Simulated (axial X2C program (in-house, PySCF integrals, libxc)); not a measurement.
## Outer orbitals of WB⁺ at 2.086 Å, TPSS

All values were computed with an in-house all-electron X2C program for linear molecules (integrals from PySCF). Spin-free means the one-electron spin-free X2C Hamiltonian; two-component (2c) means X2C with spin–orbit coupling and atomic mean-field two-electron Coulomb and Gaunt terms, so the difference of the two also holds small scalar two-electron terms. Basis: W dyall-cv3z [13s14p9d7f4g], B dyall-v3z [7s6p2d1f] (cores contracted in-house); Gaussian nuclei, density fitting, unrestricted open shells. Masses: W 183.951 u, B 11.009 u.

The distance is close to the 2c PBE0 minimum; the highest filled and lowest empty levels are listed.

Spin-free orbitals, state M_S = 3, Λ = 0 (beyond evenly filled blocks: 2 × σα, π+α, π-α, δ+α, δ-α) (Löwdin shares):

| symmetry | occupied | ε (eV) | atomic character |
| --- | --- | --- | --- |
| σα | yes | -17.67 | 54% B s, 18% W d, 14% W s |
| σβ | yes | -15.92 | 49% B s, 19% W d, 14% W s |
| π-α | yes | -12.70 | 69% W d, 26% B p, 2% B d |
| π+α | yes | -12.70 | 69% W d, 26% B p, 2% B d |
| σα | yes | -12.69 | 49% B p, 30% W d, 12% B s |
| σα | yes | -11.91 | 48% W s, 33% W d, 13% B p |
| δ-α | yes | -11.53 | 99% W d |
| δ+α | yes | -11.53 | 99% W d |
| π-β | no | -10.23 | 60% W d, 35% B p |
| π+β | no | -10.23 | 60% W d, 35% B p |
| σβ | no | -9.79 | 39% B p, 32% W d, 16% B s |
| σβ | no | -9.28 | 52% W s, 26% W d, 13% B p |

Spinors with spin–orbit coupling (state Ω = 3):

```json
{"ω": "1/2", "occupied": "yes", "ε (eV)": "-17.66", "atomic character": "54% B s, 18% W d, 14% W s", "λ mixture": "100% σ"}
{"ω": "-1/2", "occupied": "yes", "ε (eV)": "-15.93", "atomic character": "49% B s, 19% W d, 14% W s", "λ mixture": "100% σ"}
{"ω": "-1/2", "occupied": "yes", "ε (eV)": "-12.79", "atomic character": "70% W d, 24% B p, 2% B d", "λ mixture": "99% π, 1% σ"}
{"ω": "1/2", "occupied": "yes", "ε (eV)": "-12.69", "atomic character": "49% B p, 31% W d, 12% B s", "λ mixture": "100% σ, 0% π"}
{"ω": "3/2", "occupied": "yes", "ε (eV)": "-12.59", "atomic character": "68% W d, 27% B p, 2% B d", "λ mixture": "100% π"}
{"ω": "1/2", "occupied": "yes", "ε (eV)": "-11.91", "atomic character": "48% W s, 32% W d, 14% B p", "λ mixture": "99% σ, 1% π"}
{"ω": "-3/2", "occupied": "yes", "ε (eV)": "-11.84", "atomic character": "99% W d", "λ mixture": "98% δ, 2% π"}
{"ω": "5/2", "occupied": "yes", "ε (eV)": "-11.24", "atomic character": "99% W d", "λ mixture": "100% δ"}
{"ω": "1/2", "occupied": "no", "ε (eV)": "-10.31", "atomic character": "61% W d, 33% B p, 2% B d", "λ mixture": "99% π, 1% σ"}
{"ω": "-3/2", "occupied": "no", "ε (eV)": "-10.14", "atomic character": "58% W d, 36% B p", "λ mixture": "98% π, 2% δ"}
{"ω": "-1/2", "occupied": "no", "ε (eV)": "-9.81", "atomic character": "38% B p, 32% W d, 15% B s", "λ mixture": "95% σ, 5% π"}
{"ω": "-1/2", "occupied": "no", "ε (eV)": "-9.31", "atomic character": "44% W s, 23% B p, 21% W d", "λ mixture": "86% σ, 14% π"}
```

Problem. How does the gap between the highest filled and lowest empty level change from the spin-free to the 2c table?

Solution. From 1.30 to 0.93 eV at TPSS, a change of -0.37 eV.

Mulliken charges and populations of the two-component result (they depend on the basis, above all on diffuse functions):

W 0.75 e (s 10.87 p 24.06 d 24.30 f 14.01), B 0.25 e (s 3.61 p 1.12 d 0.03). ⟨Lz⟩ = 0.04 ħ and ⟨Sz⟩ = 2.96 ħ (2.36 and 0.60 on the two atoms), which add up to Ω.

The state is a single determinant with fixed occupations, the lowest that a limited PBE0 search found. Density functionals use the spin component along the axis (collinear). PBE0 can misorder states that lie within some tenths of an eV, so this need not be the ground state of the molecule. The nearest other spin-free determinant of the search, M_S = 2, Λ = 0, lies 0.55 eV up at the distance of the search. With several unpaired electrons one determinant need not be a pure state. Open-shell Ω = 0 determinants with evenly filled partner blocks cannot be reached by this program, so the Ω shown need not be the lowest component.
